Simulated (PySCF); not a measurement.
# Stationary points of Pt₂H₄

All numbers come from PySCF, PBE0, basis Pt def2-TZVP with ECP60, H def2-TZVP (scalar-relativistic core potentials, no spin–orbit coupling, density fitting).

Relaxations began from a few typed shapes. The search is not exhaustive: other isomers or separated fragments can lie lower, and high-lying points may rest on an excited occupation.

| spin | group | bonds | angles | imaginary modes (cm⁻¹) | ΔE (kJ/mol) | ΔE with ZPE (kJ/mol) |
| --- | --- | --- | --- | --- | --- | --- |
| singlet | Ci | Pt–H 1.509 Å (×2), Pt–H 1.534 Å (×2), Pt–Pt 2.556 Å | H–Pt–H 79.8° (×2), H–Pt–Pt 99.0° (×2), H–Pt–Pt 138.0° (×2) | none | 0.0 | 0.0 |
| singlet | C2h | Pt–H 1.519 Å (×4), Pt–Pt 2.573 Å | H–Pt–H 74.3° (×2), H–Pt–Pt 121.7° (×4) | 343i, 163i | 9.5 | – |
| singlet | C2h | Pt–H 1.555 Å (×2), Pt–H 1.690 Å (×4) | H–Pt–H 75.8° (×2), H–Pt–H 116.7° (×4), Pt–H–Pt 104.2° (×2) | 479i, 138i | 63.3 | – |

The lowest minimum found is the singlet Ci: Pt–H 1.509 Å (×2), Pt–H 1.534 Å (×2), Pt–Pt 2.556 Å; H–Pt–H 79.8° (×2), H–Pt–Pt 99.0° (×2), H–Pt–Pt 138.0° (×2).

For the lowest minimum: stability towards spin polarisation was not tested. Spin–orbit coupling, left out here, can matter for elements this heavy.
